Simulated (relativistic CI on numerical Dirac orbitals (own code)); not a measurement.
Hyperfine structure of Ta⁵⁹⁺, mass number 181

Computed by Dirac-Coulomb-Breit CI, separate exchange-only KLI orbitals for each configuration, model QED (radiative potential, 1s self-energy scaled to tabulated hydrogen-like ionisation energies), unscaled Slater integrals (own radial code, finite nucleus).

Configuration list (outside the closed core [Ne]): 3s²3p², 3s²3p3d, 3s3p³, 3s²3d², 3p⁴, 3s3p²3d, 3p²3d², 3s3p3d², 3p³3d, 3s²3d4s, 3s²3d4p, 3s3p3d4s, 3p³4s, 3s²3p4s, 3s3p3d4p, 3p³4p. Levels of other configurations are missing.

Nuclear spin I = 7/2, μ = 2.365 μN, Q = 3.17 b (tables of Stone and Pyykkö). The electronic factors are computed for point nuclear moments, without core polarisation or the Bohr-Weisskopf and QED corrections.

```json
{"Level": "3s²3p² ³P1", "E (eV)": "325.316", "A (GHz)": "-130.8", "B (GHz)": "662"}
{"Level": "3s²3p² ¹D2", "E (eV)": "334.717", "A (GHz)": "412.7", "B (GHz)": "1220"}
{"Level": "3s²3p3d ³F°2", "E (eV)": "542.255", "A (GHz)": "365.1", "B (GHz)": "271"}
{"Level": "3s²3p3d ³F°3", "E (eV)": "638.789", "A (GHz)": "231.8", "B (GHz)": "200"}
{"Level": "3s²3p² ³P2", "E (eV)": "667.058", "A (GHz)": "144.9", "B (GHz)": "102"}
```

Levels with J = 0, under 50 % of one LS term, or S terms without an open s electron are left out. Small factors come from cancelling terms and can be off by tens of per cent or more.

At this charge energies of transitions that change n are usually good to better than 1 %, and those within a shell (Δn = 0) to a few per cent.

Question: Give the hyperfine levels of 3s²3p² ¹D2 relative to its centre of gravity.

Answer: With K = F(F + 1) − I(I + 1) − J(J + 1), E = AK/2 + B[¾K(K + 1) − I(I + 1)J(J + 1)]/[2I(2I − 1)J(2J − 1)]: F = 3/2: -3059, F = 5/2: -2573, F = 7/2: -1587, F = 9/2: 204.2, F = 11/2: 3195 GHz.

LS names give the leading component of a level, which can be under half, so a name can repeat, a term be missing and a line seem to break the LS rules.
